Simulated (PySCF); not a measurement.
## Nuclear quadrupole coupling in `CO[C@@H]1C[C@@H]([SiH3])CC[P@H]1=O`

C₆H₁₅O₂PSi.
Geometry (PBE0-D3(BJ)/def2-SVP, Å), atoms numbered from 1 in this order:
```
atom  x, y, z in Å
C1     2.4987   -0.8998   -1.2391
O2     1.7791    0.2388   -0.8602
C3     1.3929    0.2722    0.4870
C4     0.2615   -0.6974    0.8438
C5    -0.9775   -0.5188   -0.0445
Si6   -2.2482   -1.8824    0.2868
C7    -1.6125    0.8745    0.0820
C8    -0.6606    2.0152   -0.2929
P9     0.7775    1.9764    0.8184
O10    0.4933    2.2349    2.2657
H11    1.8891   -1.8210   -1.1923
H12    3.3927   -1.0440   -0.6024
H13    2.8263   -0.7541   -2.2775
H14    2.2586    0.0987    1.1580
H15    0.6336   -1.7344    0.7875
H16    0.0062   -0.5173    1.9026
H17   -0.6587   -0.6561   -1.0956
H18   -2.7650   -1.7888    1.6878
H19   -3.4008   -1.7567   -0.6586
H20   -1.6145   -3.2257    0.1012
H21   -2.5105    0.9369   -0.5544
H22   -1.9540    1.0314    1.1203
H23   -0.2902    1.9054   -1.3256
H24   -1.1508    2.9968   -0.1976
H25    1.7527    2.8059    0.1884
```

Field gradients from the PBE0/pcSseg-1 density (PySCF, non-relativistic), principal values in atomic units, ordered |Vxx| ≤ |Vyy| ≤ |Vzz|:

```csv
atom,Vxx,Vyy,Vzz
O2,-0.0573,-1.9723,2.0296
O10,-0.4619,-0.5364,0.9983
```

Problem. Find the asymmetry η = (Vxx − Vyy)/Vzz and the couplings χ = eQV/h (234.96 MHz × Q in barn × V in au), with Q(17O) = −0.0256 b.

Solution. 
| atom | environment | nucleus | η | χzz (MHz) | χxx (MHz) | χyy (MHz) |
| --- | --- | --- | --- | --- | --- | --- |
| O2 | ether oxygen | 17O | 0.94 | -12.21 | 0.34 | 11.86 |
| O10 | phosphoryl oxygen | 17O | 0.07 | -6.01 | 2.78 | 3.23 |

At O2 η is above 0.9: Vyy and Vzz are nearly equal in size and opposite in sign, so a small change could swap them and flip the sign of χzz. The tensor is traceless: Vxx + Vyy + Vzz = 0.

Problem. What is Vzz at O10 in SI units (1 au = 9.71736 × 10²¹ V/m²)?

Solution. 0.9983 au = 9.701 × 10²¹ V/m².

Problem. And the gradient at the other heavy atoms, for which no coupling is worked out here?

Solution. 
| atom | environment | Vzz (au) | η |
| --- | --- | --- | --- |
| C1 | methoxy carbon | 0.378 | 0.09 |
| C3 | sp3 carbon bound to oxygen | 0.344 | 0.10 |
| C4 | ring CH2 carbon | 0.071 | 0.92 |
| C5 | sp3 carbon bound to silicon | -0.099 | 0.44 |
| Si6 | SiH3 silicon | -0.033 | 0.65 |
| C7 | ring CH2 carbon | 0.094 | 0.94 |
| C8 | sp3 carbon bound to phosphorus | -0.036 | 0.59 |
| P9 | phosphoryl phosphorus | -0.254 | 0.62 |

Were the hydrogens deuterons (Q(2H) = 0.00286 b), χzz would run from 94 kHz (H20, H18 and H19) to 195 kHz (H24).

Isolated species at its PBE0-D3(BJ)/def2-SVP geometry (one conformer only). The small basis limits the accuracy of the gradients.

These values come from a run that also computed NMR shieldings. On one thread of an Arm Neoverse N1, no GPU, shared host, this took 2.3 min of wall time (with the writing of density and orbital grids) and 1.3 GiB of memory at its peak.
